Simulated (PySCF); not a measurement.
## Spin-rotation constants: `CC#CC/C=C/OC=O`, C7H8O2

Molfile (atoms numbered from 1):
```
C7H8O2
     RDKit          3D

 17 16  0  0  0  0  0  0  0  0999 V2000
    2.7676    0.9096    1.4744 C   0  0  0  0  0  0  0  0  0  0  0  0
    2.0249    0.1031    0.5312 C   0  0  0  0  0  0  0  0  0  0  0  0
    1.4071   -0.5621   -0.2509 C   0  0  0  0  0  0  0  0  0  0  0  0
    0.6628   -1.3762   -1.1943 C   0  0  0  0  0  0  0  0  0  0  0  0
   -0.8055   -1.0777   -1.2235 C   0  0  0  0  0  0  0  0  0  0  0  0
   -1.3906   -0.1624   -0.4700 C   0  0  0  0  0  0  0  0  0  0  0  0
   -2.7577    0.0516   -0.5448 O   0  0  0  0  0  0  0  0  0  0  0  0
   -3.2943    0.9730    0.2428 C   0  0  0  0  0  0  0  0  0  0  0  0
   -2.7299    1.6689    1.0338 O   0  0  0  0  0  0  0  0  0  0  0  0
    2.1922    1.0310    2.3916 H   0  0  0  0  0  0  0  0  0  0  0  0
    3.7156    0.4279    1.7123 H   0  0  0  0  0  0  0  0  0  0  0  0
    2.9657    1.8930    1.0492 H   0  0  0  0  0  0  0  0  0  0  0  0
    1.0756   -1.2307   -2.1996 H   0  0  0  0  0  0  0  0  0  0  0  0
    0.8006   -2.4341   -0.9405 H   0  0  0  0  0  0  0  0  0  0  0  0
   -1.3959   -1.6674   -1.9104 H   0  0  0  0  0  0  0  0  0  0  0  0
   -0.8643    0.4634    0.2379 H   0  0  0  0  0  0  0  0  0  0  0  0
   -4.3807    1.0010    0.0511 H   0  0  0  0  0  0  0  0  0  0  0  0
  1  2  1  0
  2  3  3  0
  3  4  1  0
  4  5  1  0
  5  6  2  0
  6  7  1  0
  7  8  1  0
  8  9  2  0
  1 10  1  0
  1 11  1  0
  1 12  1  0
  4 13  1  0
  4 14  1  0
  5 15  1  0
  6 16  1  0
  8 17  1  0
M  END
```

Method: GIAO B3LYP/pcSseg-1 magnetisability, rotational g tensor and spin-rotation constants, non-relativistic, gas phase in PySCF 2.14.0. Geometry: GFN2-xTB.

Q: Give the nuclear spin-rotation constants along the inertial axes (H = +C I·J) beside the isotropic shieldings.

A: Rotational constants 2.3318, 0.8348, 0.6195 GHz. A star marks the isotopologue with that one atom substituted, in its own axes.
| atom | isotope | Caa (kHz) | Cbb (kHz) | Ccc (kHz) | mean (kHz) | σ (ppm) |
| --- | --- | --- | --- | --- | --- | --- |
| H10 | 1H | -0.182 | -0.044 | -0.036 | -0.087 | 29.7 |
| H11 | 1H | 0.029 | -0.093 | -0.057 | -0.041 | 29.8 |
| H12 | 1H | -0.248 | -0.076 | 0.004 | -0.106 | 29.8 |
| H13 | 1H | -0.208 | -0.056 | -0.009 | -0.091 | 28.6 |
| H14 | 1H | -0.209 | -0.058 | -0.007 | -0.091 | 28.6 |
| H15 | 1H | -0.128 | 0.038 | -0.074 | -0.055 | 26.2 |
| H16 | 1H | -0.083 | 0.052 | -0.066 | -0.032 | 23.5 |
| H17 | 1H | 0.202 | -0.079 | -0.051 | 0.024 | 23.8 |
| C1 | 13C* | 0.300 | 0.101 | 0.081 | 0.161 | 177.6 |
| C2 | 13C* | 0.663 | 0.096 | 0.227 | 0.329 | 94.5 |
| C3 | 13C* | 0.663 | 0.077 | 0.217 | 0.319 | 103.4 |
| C4 | 13C* | 0.344 | 0.135 | 0.094 | 0.191 | 160.0 |
| C5 | 13C* | 1.001 | 0.277 | 0.090 | 0.456 | 63.2 |
| C6 | 13C* | 1.113 | 0.296 | 0.123 | 0.511 | 36.3 |
| O7 | 17O* | -0.783 | -0.267 | -0.082 | -0.378 | 75.5 |
| C8 | 13C* | 1.122 | 0.283 | 0.167 | 0.524 | 20.6 |
| O9 | 17O* | -1.195 | -0.549 | -0.044 | -0.596 | -109.9 |

For the geometry as given, no vibrational averaging.
